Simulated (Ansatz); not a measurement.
CH6FGaSn (`F[CH2][GaH][SnH3]`). Total charge 0; spin multiplicity 1. Correlated methods include outer-core shells of Ga, Sn, which these sets cover unevenly. Scalar relativity is left out up to krypton. Sn takes the def2 core potential.

| atom | x (Å) | y (Å) | z (Å) |
| --- | --- | --- | --- |
| F1 | 0.4504 | -1.8856 | 1.1411 |
| C2 | -0.8312 | -1.6714 | 0.6419 |
| Ga3 | -0.9639 | 0.0675 | -0.3247 |
| Sn4 | 1.1854 | 1.5517 | -0.4720 |
| H5 | -1.0822 | -2.5085 | -0.0206 |
| H6 | -1.5340 | -1.7080 | 1.4829 |
| H7 | -2.3589 | 0.4528 | -0.9482 |
| H8 | 0.9343 | 3.0095 | -1.3312 |
| H9 | 1.7456 | 1.9754 | 1.0868 |
| H10 | 2.4545 | 0.7165 | -1.2560 |

(1) Give the diagnostics of a CCSD(T)/def2-TZVPP run (frozen core, Ansatz). (Estimate.)

Results:

(1) Ansatz gave: T1 = 0.0131, largest single amplitude 0.021, largest double 0.024, (T) share of the correlation energy 3.2 %, 9 CCSD cycles. The RHF solution is stable towards an unrestricted one. T1 lies under the customary mark of 0.02 for closed shells.
